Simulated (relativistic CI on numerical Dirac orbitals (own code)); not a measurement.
## Cu²⁵⁺: sensitivity of the levels to the model

Base calculation: Dirac-Coulomb-Breit CI, KLI orbitals optimised for each configuration, QED by a radiative potential, unscaled Slater integrals.

Configurations in the expansion (outside the closed core 1s2): 2s2, 2s.2p, 2p2, 2p.3s, 2p.3p, 2s.3s, 2s.3p, 2s.3d, 2s.4s, 2s.4p, 2s.4d, 2s.4f, 3s2, 3s.3p, 3p2. Levels of other configurations are missing.

The lowest level and the first level of each name with at least 55 % of one term (blank where a level has no safe partner in the second run):

```csv
Level,Base (eV),Shift (eV)
2s2 1S_0,0.00,0.00
2s.2p 3P°_0,48.99,-0.23
2s.2p 3P°_1,54.60,-0.44
2s.2p 3P°_2,73.64,-0.22
2s.2p 1P°_1,113.16,-4.54
2p2 3P_0,136.47,-1.17
2p2 3P_1,152.06,-0.59
2p2 3P_2,159.30,-1.14
2p2 1D_2,183.74,-1.50
2p2 1S_0,214.13,-5.17
2s.3s 3S_1,1401.51,-0.79
2s.3s 1S_0,1411.25,-1.68
2s.3p 3P°_0,1425.70,-1.22
2s.3p 3P°_1,1425.86,-1.17
2s.3p 1P°_1,1432.29,-0.95
2s.3p 3P°_2,1432.88,-1.24
2s.3d 3D_1,1444.52,-0.96
2s.3d 3D_2,1445.41,-1.01
2s.3d 3D_3,1446.94,-1.03
2s.3d 1D_2,1455.81,-1.97
2p.3s 3P°_0,1463.64,-1.28
2p.3s 3P°_1,1466.49,-1.62
```

At this charge energies of transitions that change n are usually good to better than 1 %, and those within a shell (Δn = 0) to a few per cent.

**Question.** One thing was changed in a second run, which moved the levels as shown. Which?
A. QED terms removed
B. Breit term removed
C. valence Slater integrals scaled by 0.9
D. configuration mixing switched off

**Answer.** C. Valence Slater integrals scaled by 0.9. Scaling acts on the splittings between terms and on the mixing, and leaves the fine structure of pure LS terms nearly alone; in jj coupling it moves the levels of one term differently.

LS names give the leading component of a level, which can be under half, so a name can repeat, a term be missing and a line seem to break the LS rules.
